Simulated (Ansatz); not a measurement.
Reaction (ligand exchange at a B–C bond): `BC(F)[SiH2][SiH3]` + `[OH][Ga]([Cl])[O][SiH3]` → `B[O][Ga]([Cl])[O][SiH3]` + `FC[SiH2][SiH3]`

Computed with Ansatz on PBE0-D4/def2-TZVP structures; ΔE is electronic, products minus reactants. CCSD(T)/CBS adds triple-zeta CCSD(T) − MP2 to the extrapolated MP2 energy (def2 sets, frozen cores). Functionals use def2-TZVPP. B3LYP here is the variant with VWN-RPA as its local correlation; programs differ in this. For Ga outer-core shells are correlated without core-valence functions, which leaves a few kJ/mol of doubt a bond. Scalar relativity is left out up to krypton. Each species was taken in one conformer, which may not be the lowest.

`BC(F)[SiH2][SiH3]`:

Z-matrix (Å, degrees):
```
C
F 1 1.386
Si 1 1.962 2 109.3
B 1 1.515 2 118.3 3 -105.9
H 1 1.094 2 109.1 3 114.4
Si 3 2.337 1 110.9 2 141.9
H 3 1.492 1 109.6 2 -96.7
H 3 1.485 1 105.2 2 19.4
H 4 1.198 1 116.9 2 -174.7
H 4 1.193 1 121.7 2 12.0
H 6 1.486 3 109.8 1 62.1
H 6 1.487 3 109.6 1 -57.5
H 6 1.487 3 110.2 1 -177.5
```

`[OH][Ga]([Cl])[O][SiH3]`:

```xyz
9

O     2.367    1.630    0.743
Ga    1.364    0.212    0.435
Cl    2.167   -1.726    0.702
O    -0.305    0.424   -0.096
Si   -1.574   -0.534   -0.499
H     1.897    2.453    0.589
H    -1.264   -1.338   -1.711
H    -1.913   -1.463    0.613
H    -2.738    0.343   -0.777
```

`B[O][Ga]([Cl])[O][SiH3]`:

```xyz
11

B     2.084   -0.329    0.484
O     1.753   -0.898   -0.691
Ga    0.104   -0.959   -1.379
Cl   -0.182   -2.100   -3.124
O    -1.246   -0.102   -0.664
Si   -1.647    0.906    0.566
H     3.238   -0.350    0.814
H     1.247    0.186    1.186
H    -0.777    2.112    0.566
H    -3.059    1.319    0.368
H    -1.515    0.214    1.875
```

`FC[SiH2][SiH3]`:

Cartesian coordinates in Å:
```
F 2.053 0.855 -0.399
C 1.126 1.170 0.590
Si -0.619 0.643 0.047
Si -0.636 -1.615 -0.565
H 1.180 2.247 0.775
H 1.421 0.656 1.510
H -1.527 0.880 1.205
H -1.067 1.497 -1.086
H -2.029 -2.054 -0.851
H 0.195 -1.838 -1.776
H -0.097 -2.441 0.550
```

```tsv
level	ΔE (eV)
B3LYP	-1.24
HF/def2-QZVPP	-1.50
```

(1) What does CCSD(T)/CBS give? (Estimate.)

Largest T1 diagnostic among the species: 0.014.

Results:

(1) Ansatz gave: -1.19 eV. The listed levels differ from it by -0.05, -0.31 eV.

From PBE to PBE0 (25 % exact exchange), in def2-TZVPP and without D4, ΔE moves by −0.07 eV. In def2-TZVPP, CCSD(T) changes the Hartree–Fock value by +0.26 eV (the triples alone add +0.04 eV) and MP2 by +0.27 eV.
